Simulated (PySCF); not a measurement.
**Exact mass, isotope pattern and composition**

Species: methaneselenol, `C[SeH]`.

Calculated for natural abundance.

Molar mass and exact mass?

For CH4Se, with standard atomic weights, 1 × 12.011 + 1 × 78.971 + 4 × 1.008 = 95.014 g/mol. From the most abundant isotopes (12C, 80Se, 1H), 1 × 12.000000 + 1 × 79.916521 + 4 × 1.007825 = 95.9478 u.

Work out the cluster of the molecular ion M+•, one line a nominal mass.

| nominal mass | m/z (centroid) | relative intensity |
| --- | --- | --- |
| 90 | 89.9532 | 1.8 |
| 92 | 91.9500 | 18.9 |
| 93 | 92.9507 | 15.6 |
| 94 | 93.9481 | 48.1 |
| 95 | 94.9515 | 0.5 |
| 96 | 95.9473 | 100.0 |
| 97 | 96.9507 | 1.1 |
| 98 | 97.9475 | 17.6 |
| 99 | 98.9509 | 0.2 |

Cut off at 0.1 %. One electron mass, 0.00055 u, is taken off. Abundances used (%; other tables differ somewhat): 12C 98.93, 13C 1.07; 74Se 0.89, 76Se 9.37, 77Se 7.63, 78Se 23.77, 80Se 49.61, 82Se 8.73; 1H 99.9885, 2H 0.0115.

Which singly substituted isotopologues are there?

Intensity in % of the monoisotopic species:

| isotope | mass shift (u) | m/z | intensity (%) |
| --- | --- | --- | --- |
| 74Se | -5.99404 | 89.9532 | 1.79 |
| 76Se | -3.99731 | 91.9500 | 18.89 |
| 77Se | -2.99661 | 92.9507 | 15.38 |
| 78Se | -1.99921 | 93.9481 | 47.91 |
| 13C | +1.00335 | 96.9506 | 1.08 |
| 2H | +1.00628 | 96.9535 | 0.05 |
| 82Se | +2.00018 | 97.9475 | 17.60 |

Species under 0.02 % are left out.

What share of all molecules is the monoisotopic species?

0.9893 × 0.4961 × 0.999885^4 = 49.06 %.

What resolving power m/Δm just matches the spacing of the species with one 13C and with one 2H?

They lie 0.00292 u apart at mass 96.95, so m/Δm is about 33000.

Elemental analysis, calculated?

C 12.64 %, Se 83.12 %, H 4.24 %.

Which m/z would the protonated, sodiated and deprotonated molecule have?

[M+H]+ 96.9551, [M+Na]+ 118.9370, [M−H]− 94.9405, for the monoisotopic species (arithmetic only; whether such ions form is another matter).
